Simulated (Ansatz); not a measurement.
Molecule: ZrF3, charge 1, multiplicity 1. The spin state was set by rule; other spins were not relaxed. SMILES of the parent species: [F][Zr]([F])[F]
Geometry from a B3LYP-D3(BJ)/def2-TZVP (Ansatz, an electronic-structure program) optimisation:
```xyz
4

Zr     0.0642     0.2144     0.0900
F      1.5849    -0.6915    -0.4416
F     -0.8187    -0.7446     1.4001
F     -1.0516     0.4833    -1.3585
```
Charge +1, spin multiplicity 1.

Parts of the frozen-core correlation energy in def2-SVPD (Ansatz, hartree). Frozen orbitals: 7; correlated occupied orbitals by spin: 12 and 12; virtual: 84 and 84. No spin-orbit coupling. In def2 rows, elements after Kr have scalar-relativistic effective core potentials.

```
term                            value
-------------------------  ----------
reference (HF)             -344.56009
MP2 opposite-spin            -0.49428
MP2 same-spin                -0.19789
CCSD correlation             -0.67997
(T)                          -0.02084
T1 diagnostic                   0.023
largest doubles amplitude       0.018
```
